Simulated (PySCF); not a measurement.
Planning an excited-state job on `[S-]Cn1cccc1`.

Method: TDDFT CAM-B3LYP/def2-SVPD, vertical, gas phase, core orbitals frozen in the response (PySCF 2.14.0, density-fitted response routines). Geometry: GFN2-xTB. Work: 3 singlets by full TDDFT, polarisability, density fitting. The command runs a driver script over a list of jobs; the input below is this job's line of settings and its coordinates in Å.

Command:
```bash
OMP_NUM_THREADS=1 python probes_run.py task.json out
```

Input:
```
{"job": {"kind": "uv", "xc": "CAM-B3LYP", "basis": "def2-SVPD", "nstates": 3, "ntriplets": 0, "tda": false, "scf": {"damp": 0.3}}, "charge": -1, "multiplicity": 1}
S      2.551130    -0.276352     1.582231
C      1.848659    -0.031466    -0.057029
N      0.404408     0.001554    -0.075871
C     -0.407129    -1.072076    -0.204152
C     -1.712504    -0.656043    -0.123617
C     -1.682628     0.735611     0.070209
C     -0.360451     1.102439     0.099320
H      2.209553     0.921501    -0.471216
H      2.172872    -0.847382    -0.719649
H     -0.001101    -2.056965    -0.337924
H     -2.586134    -1.279137    -0.195117
H     -2.528832     1.390477     0.177899
H      0.087769     2.068326     0.237189
```

Hardware: an Intel Xeon Platinum 8488C with one thread (shared host). PySCF's memory limit was set to 1200 MB.

Task: How large is the basis?

Result: 195 functions for 60 electrons, with 736 fitting functions; the fitted three-index integrals, 736 × 195 × 196/2 numbers of 8 bytes, come to 110 MiB.

Task: Which is nearest to the wall time?
A. 31 s
B. 3.8 s
C. 0.51 s

Result: A. The run took 31 s. The SCF took 13 cycles.

Task: Estimate the peak memory.

Result: About 1.0 GiB. Peak memory is the resident size of the whole Python process, interpreter and libraries included.

Task: At this speed, how long would 20000 such jobs take on 8 cores, one job a core?

Result: 20000/8 gives 2500 rounds of 31 s, about 22 h of wall time and 170 core-hours, if the jobs don't slow each other.

The SCF part of the output:
```
damping 0.30 in the first 6 cycles
final grid: 111016 points
cycle   1  E = -646.5978867204  dE =  1.365e+00  |g| = 5.242e-01  |ddm| = 8.158e+00
cycle   2  E = -646.6805838998  dE = -8.270e-02  |g| = 2.703e-01  |ddm| = 1.780e+00
cycle   3  E = -646.6923963388  dE = -1.181e-02  |g| = 1.653e-01  |ddm| = 7.856e-01
cycle   4  E = -646.6957963966  dE = -3.400e-03  |g| = 1.237e-01  |ddm| = 5.506e-01
cycle   5  E = -646.6973410944  dE = -1.545e-03  |g| = 9.494e-02  |ddm| = 3.639e-01
cycle   6  E = -646.6945439615  dE =  2.797e-03  |g| = 1.459e-01  |ddm| = 4.024e-01
cycle   7  E = -646.6878561288  dE =  6.688e-03  |g| = 2.240e-01  |ddm| = 6.028e-01
cycle   8  E = -646.6994550082  dE = -1.160e-02  |g| = 2.721e-03  |ddm| = 3.650e-01
cycle   9  E = -646.6994564228  dE = -1.415e-06  |g| = 1.356e-03  |ddm| = 7.680e-03
cycle  10  E = -646.6994568895  dE = -4.667e-07  |g| = 1.235e-04  |ddm| = 2.748e-03
cycle  11  E = -646.6994568962  dE = -6.760e-09  |g| = 4.833e-05  |ddm| = 4.459e-04
cycle  12  E = -646.6994568978  dE = -1.523e-09  |g| = 1.066e-05  |ddm| = 2.420e-04
cycle  13  E = -646.6994568979  dE = -8.322e-11  |g| = 3.408e-06  |ddm| = 8.105e-05
converged SCF energy = -646.6994568979
```

Times come from a shared host and carry two figures at best.
